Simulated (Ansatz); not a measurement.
Molecule: CHS, charge 0, multiplicity 2. It need not be the lowest isomer of its formula. SMILES: [C]S
Structure (B3LYP-D3(BJ)/def2-TZVP (Ansatz, a program for electronic structure) minimum search):
```xyz
3

S     -0.0500    -0.0191    -0.4147
C     -0.0717    -0.0128     1.2269
H      1.2300     0.3820    -0.7268
```
Charge 0, spin multiplicity 2.

Computed values are from Ansatz. Valence correlation only, unless marked. Open shells are spin-unrestricted. No spin-orbit coupling. No relativistic terms. CBS marks a two-point X^-3 extrapolation of the correlation energy; Hartree-Fock from the larger set.

### Question
What is the T1 diagnostic at CCSD/aug-cc-pV(Q+d)Z?

### Answer
0.028.

### Question
What is the total energy at CCSD(T)/CBS(aug-cc-pV(T+d)Z,aug-cc-pV(Q+d)Z)?

### Answer
-436.2601 Eh.

### Question
What is the atomisation energy De at CCSD(T)/CBS(aug-cc-pV(T+d)Z,aug-cc-pV(Q+d)Z)?

### Answer
185.6 kcal/mol.

### Question
What is the dipole moment at CCSD(T)/aug-cc-pV(D+d)Z?

### Answer
2.64 D.

### Question
What is the vertical electron affinity (to the triplet; negative means unbound) at CCSD(T)/CBS(aug-cc-pV(T+d)Z,aug-cc-pV(Q+d)Z)?

### Answer
0.35 eV.
